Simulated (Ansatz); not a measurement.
System: BSiH₃Cl, charge 0, doublet. BSiH3Cl (SMILES [SiH3][B]Cl, doublet).
B3LYP-D3(BJ)/def2-TZVP minimum from Ansatz (a program for electronic structure):
```
Si
H 1 1.4829
H 1 1.4829 2 108.77
H 1 1.4871 2 108.89 3 -118.53
B 1 1.9970 2 107.26 3 115.71
Cl 5 1.7139 1 133.23 2 121.65
```
Charge 0, spin multiplicity 2.

Total energies in hartree (Ansatz). Radicals and triplets start from unrestricted determinants; spin-orbit coupling is neglected. Cores are frozen in correlated methods. No relativity. For partners of very few electrons the exact lower level stands in for a higher one.

```csv
species,HF/cc-pV(T+d)Z,CCSD(T)/cc-pV(T+d)Z,HF/cc-pV(Q+d)Z,CCSD(T)/cc-pV(Q+d)Z,CCSD(T)/cc-pV(D+d)Z,CCSDT(Q)/cc-pV(D+d)Z
"1: BSiH3Cl (SMILES [SiH3][B]Cl, doublet)",-774.87046,-775.32308,-774.87904,-775.36329,-775.19570,-775.19774
2: B (doublet),-24.53207,-24.59810,-24.53297,-24.60084,-24.58941,-24.58977
3: Cl (doublet),-459.48556,-459.67356,-459.48916,-459.69449,-459.60403,-459.60445
4: Si (triplet),-288.85649,-288.93344,-288.85845,-288.93781,-288.91643,-288.91690
5: H (doublet),-0.49981,-0.49981,-0.49995,-0.49995,-0.49928,-0.49928
```

Q: Work out the atomisation energy (electronic, to ground-state atoms) in kcal/mol: take Hartree-Fock from cc-pV(Q+d)Z, extrapolate the CCSD(T) correlation energy as X^-3 (X = 3, 4), and add CCSDT(Q) - CCSD(T) in cc-pV(D+d)Z. 1 hartree = 627.51 kcal/mol.

A: 
Species 1: correlation (64·(-0.48425) - 27·(-0.45262))/37 = -0.50733; step -0.00204; E1 = -774.87904 + (-0.50733) + (-0.00204) = -775.38841
Species 2: correlation (64·(-0.06787) - 27·(-0.06603))/37 = -0.06921; step -0.00036; E2 = -24.53297 + (-0.06921) + (-0.00036) = -24.60254
Species 3: correlation (64·(-0.20533) - 27·(-0.18800))/37 = -0.21798; step -0.00042; E3 = -459.48916 + (-0.21798) + (-0.00042) = -459.70756
Species 4: correlation (64·(-0.07936) - 27·(-0.07695))/37 = -0.08112; step -0.00047; E4 = -288.85845 + (-0.08112) + (-0.00047) = -288.94004
Species 5: correlation (64·(0.00000) - 27·(0.00000))/37 = 0.00000; step +0.00000; E5 = -0.49995 + (0.00000) + (+0.00000) = -0.49995
-1·E1 +1·E2 +1·E3 +1·E4 +3·E5 = 0.63842 hartree = 400.6 kcal/mol.
